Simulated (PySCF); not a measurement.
C4H4N, SMILES [c]1cc[nH]c1, multiplicity 2.

Coordinates come from a r2SCAN-D4/def2-SVP optimisation. The isomer is the one that the SMILES or the coordinates give; other isomers of the formula were not compared.

All values below come from ωB97X/def2-TZVP run with PySCF.

```yaml
total_energy: -209.48898 hartree
point_group: Cs
"α spin, highest occupied and lowest empty level": -8.55 and 2.94 eV
"β spin, highest occupied and lowest empty level": -8.46 and -0.35 eV
dipole_moment: 2.65 D
quadrupole, principal values (traceless, Buckingham form, about the centre of nuclear charge): -7.89, 0.99, 6.90 D·Å
mean_static_polarisability: 48.7 bohr³ (7.22 Å³)
polarisability_principal_values: 33.1, 54.2, 58.8 bohr³
"⟨S²⟩": 0.760 (pure state 0.75)
```
